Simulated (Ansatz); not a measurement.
`[CH3][Mg-]1[O]C(C(F)(F)F)=CC(C(F)(F)F)=[O+]1` and `O[B-]1(Cl)OC(C(F)(F)F)=CC(C(F)(F)F)=[O+]1` differ in one atom or group.

Ansatz, PBE0-D4/def2-TZVP geometries, multiplicity 1. Each molecule was computed in one conformer, which needn't be the lowest.

| property | `[CH3][Mg-]1[O]C(C(F)(F)F)=CC(C(F)(F)F)=[O+]1` |
| --- | --- |
| HOMO–LUMO gap (B3LYP/def2-TZVPP) / eV | 3.62 |
| LUMO energy (PBE0/def2-TZVPP) / eV | -3.07 |
| HOMO–LUMO gap (PBE0/def2-TZVPP) / eV | 4.04 |
| LUMO energy (B3LYP/def2-TZVPP) / eV | -3.28 |
| size of the dipole moment (B3LYP/def2-TZVPP) / D | 1.00 |
| HOMO energy (PBE0/def2-TZVPP) / eV | -7.11 |

Problem. What does the change do to each property? (Estimate.)

Solution. Computed: 
| property | `O[B-]1(Cl)OC(C(F)(F)F)=CC(C(F)(F)F)=[O+]1` | shift |
| --- | --- | --- |
| HOMO–LUMO gap (B3LYP/def2-TZVPP) / eV | 4.48 | 0.86 |
| LUMO energy (PBE0/def2-TZVPP) / eV | -3.78 | -0.71 |
| HOMO–LUMO gap (PBE0/def2-TZVPP) / eV | 4.94 | 0.90 |
| LUMO energy (B3LYP/def2-TZVPP) / eV | -3.99 | -0.71 |
| size of the dipole moment (B3LYP/def2-TZVPP) / D | 2.31 | 1.31 |
| HOMO energy (PBE0/def2-TZVPP) / eV | -8.73 | -1.62 |

With PBE0 the HOMO falls by 1.62 eV and the LUMO falls by 0.71 eV, so the gap widens by about 0.91 eV. PBE moves the HOMO by -1.39 eV and ωB97M-V by -1.58 eV. Dipoles are sizes alone; their direction can turn.

B3LYP here is the variant with VWN-RPA as its local correlation; programs differ in this.
